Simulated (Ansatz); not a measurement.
C₄H₁₃NSi⁺, that is SiMe3(NHMe) with one electron fewer. Charge 1, multiplicity 2. Geometry PBE-D4/def2-SVP, that of the neutral singlet; atoms count from 1.

```xyz
19

Si   -0.0574    0.1307    0.3888
C     0.6502    1.8125   -0.1083
H     1.7492    1.8384    0.0374
H     0.1994    2.6235    0.5005
H     0.4429    2.0483   -1.1727
C    -1.9393    0.1761    0.1370
H    -2.4109    0.9887    0.7290
H    -2.4084   -0.7823    0.4424
H    -2.1957    0.3496   -0.9292
C     0.3274   -0.2577    2.1971
H    -0.0889   -1.2416    2.4987
H    -0.1171    0.5074    2.8662
H     1.4212   -0.2776    2.3784
N     0.7426   -1.1151   -0.5585
C     0.7141   -1.1876   -2.0071
H     0.8108   -2.0346   -0.1139
H    -0.2040   -1.6612   -2.4375
H     0.7769   -0.1676   -2.4415
H     1.5872   -1.7501   -2.4068
```

Estimate the Mulliken populations from the PBE0/def2-TZVP orbitals of Ansatz.


```
atom  charge (e)  spin (α − β)
 Si1        0.27         -0.04
  C2       -0.45          0.05
  H3        0.18          0.00
  H4        0.18          0.00
  H5        0.16          0.00
  C6       -0.43          0.15
  H7        0.20          0.01
  H8        0.18          0.00
  H9        0.17          0.00
 C10       -0.47          0.00
 H11        0.16          0.00
 H12        0.18          0.00
 H13        0.17          0.00
 N14       -0.10          0.76
 C15       -0.33         -0.03
 H16        0.29         -0.02
 H17        0.22          0.08
 H18        0.19          0.01
 H19        0.22          0.03
```
Mulliken values depend strongly on the basis.

Where does the spin sit?

Summed by element: Si -0.04, C 0.18, H 0.10, N 0.76, of 1 unpaired in all. Largest on single atoms: N14 0.76, C6 0.15, H17 0.08.

And the Mayer bond orders between heavy atoms (over 0.3)?

Si1–C2 1.04 (1.89 Å); Si1–C6 0.96 (1.90 Å); Si1–C10 1.08 (1.89 Å); Si1–N14 0.91 (1.76 Å); N14–C15 1.01 (1.45 Å).
